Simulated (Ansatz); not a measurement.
System: C2H5GeO2, net charge 0, doublet state. It need not be the lowest isomer of its formula. 
Geometry from a B3LYP-D3(BJ)/def2-TZVP (Ansatz, a program for electronic structure) optimisation:
```xyz
10

C     -2.7664    -0.1313    -0.0239
C     -1.3071    -0.1789     0.3345
O     -0.8705    -0.5210     1.4121
O     -0.5090     0.2005    -0.6692
Ge     1.2999     0.1540    -0.2620
H     -3.3663    -0.4482     0.8245
H     -3.0389     0.8829    -0.3186
H     -2.9551    -0.7798    -0.8804
H      1.6818    -1.3113     0.0603
H      1.5576     1.1525     0.8927
```
Charge 0, spin multiplicity 2.

Basis-set convergence of Hartree-Fock and CCSD correlation energies (hartree) with Ansatz. Correlated levels leave the core frozen unless marked. Open shells are spin-unrestricted. No spin-orbit coupling. Frozen are the shells of the preceding noble gas and the d and f shells that filled before the atom's block. Non-relativistic.

```csv
basis,functions,E(HF),"E(corr, CCSD)"
cc-pVDZ,108,-2303.72876,-0.75108
cc-pVTZ,233,-2303.87298,-0.91963
cc-pVQZ,438,-2303.89405,-0.97558
```

Extrapolating the two largest sets (X = 3 and 4) as X^-3: E(corr) = (64·(-0.97558) - 27·(-0.91963))/37 = -1.0164 Eh, an estimate of the basis-set limit. The largest set recovers 96.0 % of it, the smallest 73.9 %.
